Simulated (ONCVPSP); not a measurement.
Pseudopotential generation for tin: ONCV, LDA (Perdew-Wang 92), scalar-relativistic.

The input file (ONCVPSP 4.0.1):

```
# ATOM AND REFERENCE CONFIGURATION
# atsym  z   nc   nv     iexc    psfile
  Sn 50.00    6    5  -001012      upf
#
#   n    l    f
    1    0    2.00
    2    0    2.00
    2    1    6.00
    3    0    2.00
    3    1    6.00
    3    2   10.00
    4    0    2.00
    4    1    6.00
    4    2   10.00
    5    0    2.00
    5    1    2.00
#
# PSEUDOPOTENTIAL AND OPTIMIZATION
# lmax
    2
#
#   l,   rc,      ep,       ncon, nbas, qcut
    0    1.35    0.00    3    6   10.70
    1    1.45    0.00    3    6   10.40
    2    1.45    0.00    4    8   10.30
#
# LOCAL POTENTIAL
# lloc, lpopt,  rc(5),   dvloc0
    4    5    0.90    0.00
#
# VANDERBILT-KLEINMAN-BYLANDER PROJECTORs
# l, nproj, debl
    0    2    2.60
    1    3    1.60
    2    2    0.60
#
# MODEL CORE CHARGE
# icmod, fcfact, rcfact
    3    4.50    1.30
#
# LOG DERIVATIVE ANALYSIS
# epsh1, epsh2, depsh
   -6.00    5.00    0.04
#
# OUTPUT GRID
# rlmax, drl
    6.00    0.01
#
# TEST CONFIGURATIONS
# ncnf
    4
# nvcnf
#   n    l    f
    5
    4    0    2.00
    4    1    6.00
    4    2   10.00
    5    0    2.00
    5    1    1.00
#
    5
    4    0    2.00
    4    1    6.00
    4    2   10.00
    5    0    2.00
    5    1    0.00
#
    5
    4    0    2.00
    4    1    6.00
    4    2   10.00
    5    0    1.00
    5    1    0.00
#
    5
    4    0    2.00
    4    1    6.00
    4    2    9.00
    5    0    2.00
    5    1    3.00
#
```

Command:

```bash
oncvpsp.x < Sn.dat > Sn.out
```

The program printed (shortened: citation, most of the input echo, consistency checks and plot data are left out):

```
ONCVPSP  (Optimized Norm-Conservinng Vanderbilt PSeudopotential)
scalar-relativistic version 4.0.1

#   n    l    f        energy (Ha)
    1    0    2.00    -1.0650008E+03
    2    0    2.00    -1.6081037E+02
    2    1    6.00    -1.4444786E+02
    3    0    2.00    -3.1012425E+01
    3    1    6.00    -2.5665022E+01
    3    2   10.00    -1.7407746E+01
    4    0    2.00    -4.9118186E+00
    4    1    6.00    -3.2913726E+00
    4    2   10.00    -9.5195564E-01
    5    0    2.00    -3.9728240E-01
    5    1    2.00    -1.4213463E-01

Reference configufation results
  iterations    21
  all-electron total energy (Ha)   -6.17186696D+03

Begin loop to  construct optimized pseudo wave functions
and semi-local pseudopoentials for all angular momenta

Calculating optimized projector #   1

 for l=   0

    Fraction of norm inside rc  0.956934
    Optimizing pswf for qcut=  10.69 a_B^-1,  ecut=  57.12 Ha
    Residual kinetic energy error=  3.24D-07 Ha

    Energy error per electron        Cutoff
         Ha          eV             Ha
         0.01000     0.27211       29.20
         0.00100     0.02721       37.28
         0.00010     0.00272       43.33
         0.00001     0.00027       48.32

Calculating optimized projector #   2

 for l=   0

    Fraction of norm inside rc  0.076001
    Optimizing pswf for qcut=  10.69 a_B^-1,  ecut=  57.12 Ha
    Residual kinetic energy error=  9.58D-08 Ha

    Energy error per electron        Cutoff
         Ha          eV             Ha
         0.01000     0.27211       24.67
         0.00100     0.02721       34.47
         0.00010     0.00272       41.98
         0.00001     0.00027       47.85

   Wellstate for l =  1  n =  6
     eigenvalue =   1.4579
     asymptotic potential =   1.9579
     half-point radius =  3.3226

Calculating optimized projector #   1

 for l=   1

    Fraction of norm inside rc  0.946839
    Optimizing pswf for qcut=  10.41 a_B^-1,  ecut=  54.17 Ha
    Residual kinetic energy error=  1.84D-07 Ha

    Energy error per electron        Cutoff
         Ha          eV             Ha
         0.01000     0.27211       18.62
         0.00100     0.02721       22.96
         0.00010     0.00272       33.82
         0.00001     0.00027       43.94

Calculating optimized projector #   2

 for l=   1

    Fraction of norm inside rc  0.039255
    Optimizing pswf for qcut=  10.41 a_B^-1,  ecut=  54.17 Ha
    Residual kinetic energy error=  4.51D-08 Ha

    Energy error per electron        Cutoff
         Ha          eV             Ha
         0.01000     0.27211       13.99
         0.00100     0.02721       18.94
         0.00010     0.00272       23.58
         0.00001     0.00027       39.57

Calculating optimized projector #   3

 for l=   1

    Fraction of norm inside rc  0.079140
    Optimizing pswf for qcut=  10.41 a_B^-1,  ecut=  54.17 Ha
    Residual kinetic energy error=  1.84D-07 Ha

    Energy error per electron        Cutoff
         Ha          eV             Ha
         0.01000     0.27211       16.15
         0.00100     0.02721       20.88
         0.00010     0.00272       34.36
         0.00001     0.00027       44.45

WARNING wellstate: negative energy specified for n= 5 l=  2
WARNING scattering state with energy  0.25000000
WARNING will be used for the first projector

   Wellstate for l =  2  n =  5
     eigenvalue =   0.2500
     asymptotic potential =   0.7500
     half-point radius =  5.8685

Calculating optimized projector #   1

 for l=   2

    Fraction of norm inside rc  0.805796
    Optimizing pswf for qcut=  10.29 a_B^-1,  ecut=  52.98 Ha
    Residual kinetic energy error=  2.28D-06 Ha

    Energy error per electron        Cutoff
         Ha          eV             Ha
         0.01000     0.27211       32.17
         0.00100     0.02721       39.32
         0.00010     0.00272       45.38
         0.00001     0.00027       49.78

Calculating optimized projector #   2

 for l=   2

    Fraction of norm inside rc  0.035412
    Optimizing pswf for qcut=  10.29 a_B^-1,  ecut=  52.98 Ha
    Residual kinetic energy error=  3.55D-07 Ha

    Energy error per electron        Cutoff
         Ha          eV             Ha
         0.01000     0.27211       22.96
         0.00100     0.02721       32.53
         0.00010     0.00272       40.11
         0.00001     0.00027       46.22

Construct Vanderbilt / Kleinmman-Bylander projectors

B matrix Hermiticity error, ll=   0
   1   2    8.3759E-04

  Orthonormal projector coefficients  2.1668E+01  2.9942E+00

B matrix Hermiticity error, ll=   1
   1   2    3.7733E-04
   1   3   -7.3319E-04
   2   3    7.0167E-05

  Orthonormal projector coefficients  1.6017E+01  3.7947E+00  3.4999E-01

B matrix Hermiticity error, ll=   2
   1   2    1.0929E-04

  Orthonormal projector coefficients  3.0173E+01  3.1584E+00

Model core correction analysis
  based on d2Exc/dn_idn_j

d2excae - all-electron derivatives

   -3.254292D-02   -3.003842D-02   -2.282944D-02   -2.689852D-03
   -1.308380D-03
   -3.003849D-02   -2.859264D-02   -2.298808D-02   -3.283653D-03
   -1.492837D-03
   -2.282957D-02   -2.298815D-02   -2.153019D-02   -6.780756D-03
   -3.229358D-03
   -2.689855D-03   -3.283608D-03   -6.780384D-03   -2.301286D-02
   -1.879554D-02
   -1.308394D-03   -1.492837D-03   -3.229222D-03   -1.879452D-02
   -2.156093D-02

d2excps - pseudofunction derivatives with no core correction

   -4.065653D-02   -3.623413D-02   -2.580960D-02   -3.610490D-03
   -1.725913D-03
   -3.623442D-02   -3.358690D-02   -2.582144D-02   -3.967577D-03
   -1.820724D-03
   -2.580985D-02   -2.582156D-02   -2.378772D-02   -7.017182D-03
   -3.365995D-03
   -3.610580D-03   -3.967559D-03   -7.016814D-03   -2.311104D-02
   -1.883918D-02
   -1.725959D-03   -1.820737D-03   -3.365861D-03   -1.883815D-02
   -2.158130D-02

rms 2nd derivative error    2.897054E-03

rmatch, rhocmatch    0.5414   42.1562

Teter function model core charge with specified parameters

d2excps - pseudofunction derivatives with core correction

   -3.266351D-02   -3.045710D-02   -2.332474D-02   -2.801826D-03
   -1.367376D-03
   -3.045714D-02   -2.918486D-02   -2.381317D-02   -3.397029D-03
   -1.553340D-03
   -2.332482D-02   -2.381321D-02   -2.275623D-02   -6.788651D-03
   -3.250942D-03
   -2.801825D-03   -3.396982D-03   -6.788280D-03   -2.302641D-02
   -1.880260D-02
   -1.367387D-03   -1.553340D-03   -3.250806D-03   -1.880158D-02
   -2.156458D-02

rms 2nd derivative error    4.068174E-04

Pseudoatom total energy -214.806003

Diagnostic tests using Vanderbilt-Kleinman-Bylander pseudopotentials
  1 or more projectors used as specified by nproj input data

   l    rcore       rmatch      e in        delta e   norm test  slope test

   0   1.3521097   1.3931627  -4.9118186   0.0000057   1.0002735   1.0002541
   0   1.3521097   1.3931627  -0.3972824   0.0000133   1.0000686   1.0000478

   1   1.4527393   1.4968476  -3.2913726   0.0000009   1.0002445   1.0002427
   1   1.4527393   1.4968476  -0.1421346   0.0000089   1.0000756   1.0000540
   1   1.4527393   1.4968476   1.4578654   0.0001056   1.0003440   1.0003440

   2   1.4527393   1.4968476  -0.9519556   0.0000825   1.0001277   1.0002130
   2   1.4527393   1.4968476   0.2500000   0.0001867   1.0003126   1.0003126

 Testing for bound ghosts
   n   l    E NL Schr. Eq   E Basis Diag.   E Cutoff

   1   0       -4.911813       -4.911782     70.53
   2   0       -0.397269       -0.334801     70.53

   2   1       -3.291372       -3.291367    106.38
   3   1       -0.142126       -0.028380    106.38

   3   2       -0.951873       -0.951566    163.57

 Testing for highly-localized positive-energy ghosts
       l    <radius>/rc     E Basis Diag.   E Cutoff

       0        0.445356        7.974193     70.53  WARNING - GHOST(+)

       2        0.481427       63.085901    163.57  WARNING - GHOST(+)

Test configuration 0

   n   l     f        eae           eps        diff
   1   0  2.0000-1065.00076420
   2   0  2.0000 -160.81036882
   2   1  6.0000 -144.44786101
   3   0  2.0000  -31.01242538
   3   1  6.0000  -25.66502207
   3   2 10.0000  -17.40774624
   4   0  2.0000   -4.91181856   -4.91181290    5.66D-06
   4   1  6.0000   -3.29137257   -3.29137163    9.43D-07
   4   2 10.0000   -0.95195564   -0.95187316    8.25D-05
   5   0  2.0000   -0.39728240   -0.39726912    1.33D-05
   5   1  2.0000   -0.14213463   -0.14212577    8.85D-06

    Total energies and differences
      AE_ref= -6.17186696D+03  AE_tst= -6.17186696D+03  dif=  0.00D+00
      PS_ref= -2.14806003D+02  PS_tst= -2.14806003D+02  dif= -2.84D-13
      PSP excitation error=  2.84D-13

Test configuration 1

   n   l     f        eae           eps        diff
   1   0  2.0000-1065.29930900
   2   0  2.0000 -161.10731984
   2   1  6.0000 -144.74501208
   3   0  2.0000  -31.30906263
   3   1  6.0000  -25.96167581
   3   2 10.0000  -17.70433789
   4   0  2.0000   -5.20798930   -5.20811695   -1.28D-04
   4   1  6.0000   -3.58749486   -3.58757371   -7.88D-05
   4   2 10.0000   -1.24699447   -1.24691777    7.67D-05
   5   0  2.0000   -0.66727465   -0.66726227    1.24D-05
   5   1  1.0000   -0.38657080   -0.38655856    1.22D-05

    Total energies and differences
      AE_ref= -6.17186696D+03  AE_tst= -6.17160634D+03  dif=  2.61D-01
      PS_ref= -2.14806003D+02  PS_tst= -2.14545323D+02  dif=  2.61D-01
      PSP excitation error= -5.12D-05

Test configuration 2

   n   l     f        eae           eps        diff
   1   0  2.0000-1065.65511441
   2   0  2.0000 -161.45983755
   2   1  6.0000 -145.09792221
   3   0  2.0000  -31.66081919
   3   1  6.0000  -26.31346242
   3   2 10.0000  -18.05601772
   4   0  2.0000   -5.55827565   -5.55872287   -4.47D-04
   4   1  6.0000   -3.93755159   -3.93782413   -2.73D-04
   4   2 10.0000   -1.59461172   -1.59454977    6.20D-05
   5   0  2.0000   -0.97496021   -0.97496693   -6.71D-06

    Total energies and differences
      AE_ref= -6.17186696D+03  AE_tst= -6.17108237D+03  dif=  7.85D-01
      PS_ref= -2.14806003D+02  PS_tst= -2.14021233D+02  dif=  7.85D-01
      PSP excitation error= -1.71D-04

Test configuration 3

   n   l     f        eae           eps        diff
   1   0  2.0000-1066.10896006
   2   0  2.0000 -161.90766057
   2   1  6.0000 -145.54613910
   3   0  2.0000  -32.10825062
   3   1  6.0000  -26.76088490
   3   2 10.0000  -18.50318867
   4   0  2.0000   -6.00258913   -6.00395712   -1.37D-03
   4   1  6.0000   -4.38099479   -4.38180413   -8.09D-04
   4   2 10.0000   -2.03153991   -2.03152376    1.61D-05
   5   0  1.0000   -1.33969498   -1.33980817   -1.13D-04

    Total energies and differences
      AE_ref= -6.17186696D+03  AE_tst= -6.16992671D+03  dif=  1.94D+00
      PS_ref= -2.14806003D+02  PS_tst= -2.12865318D+02  dif=  1.94D+00
      PSP excitation error= -4.35D-04

Test configuration 4

   n   l     f        eae           eps        diff
   1   0  2.0000-1065.28434916
   2   0  2.0000 -161.10895549
   2   1  6.0000 -144.74541250
   3   0  2.0000  -31.30024602
   3   1  6.0000  -25.95285785
   3   2 10.0000  -17.69788301
   4   0  2.0000   -5.16372231   -5.16245348    1.27D-03
   4   1  6.0000   -3.53336014   -3.53269303    6.67D-04
   4   2  9.0000   -1.16309254   -1.16207137    1.02D-03
   5   0  2.0000   -0.46774075   -0.46769706    4.37D-05
   5   1  3.0000   -0.18185439   -0.18184409    1.03D-05

    Total energies and differences
      AE_ref= -6.17186696D+03  AE_tst= -6.17097172D+03  dif=  8.95D-01
      PS_ref= -2.14806003D+02  PS_tst= -2.13911052D+02  dif=  8.95D-01
      PSP excitation error=  2.93D-04
```

The run took about 3.5 s on one core of a shared server CPU.
